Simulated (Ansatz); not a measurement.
Computed with Ansatz on PBE0-D4/def2-TZVP structures; ΔE is electronic, products minus reactants. CCSD(T)/CBS is the MP2 limit (def2-TZVPP, def2-QZVPP) plus CCSD(T) − MP2 in def2-TZVPP, frozen cores. Functionals use def2-TZVPP. Each species was taken in one conformer, which may not be the lowest.

`[F][Al]1[NH][SiH2]1` + `CS[SiH2]S` → `[NH]1[AlH][SiH2]1` + `CS[SiH](F)S`  (redistribution)

```tsv
level	ΔE (kcal/mol)
PBE0	8.9
CCSD(T)/def2-TZVPP	9.4
```

Task: What does CCSD(T)/CBS give? (Best estimate.)

Result: The calculation gave: +9.2 kcal/mol. The listed levels differ from it by -0.3, 0.2 kcal/mol.

Task: What do rigid-rotor, harmonic-oscillator terms from PBE0-D4/def2-TZVP frequencies (298.15 K, 1 bar) make of the CCSD(T)/CBS value? (An estimate is asked.)

Result: The calculation gave: ΔZPE = -0.9 kcal/mol, ΔH = +8.5 kcal/mol, ΔS = 2 J/(mol·K), ΔG = +8.3 kcal/mol.

Largest T1 diagnostic among the species: 0.015.

From BLYP to BHLYP (50 % exact exchange), in def2-TZVPP and without D4, ΔE moves by −0.8 kcal/mol. At CCSD(T), def2-SVP lies +2.7 kcal/mol from the extrapolated value and def2-TZVPP +0.2 kcal/mol. Leaving LDA and LC-ωPBE aside and taking each functional with its dispersion term where it has one, the values, not all of them listed here, spread over 3.6 kcal/mol, from B97M-V to B2PLYP. LDA lies −1.6 kcal/mol from PBE without D4.
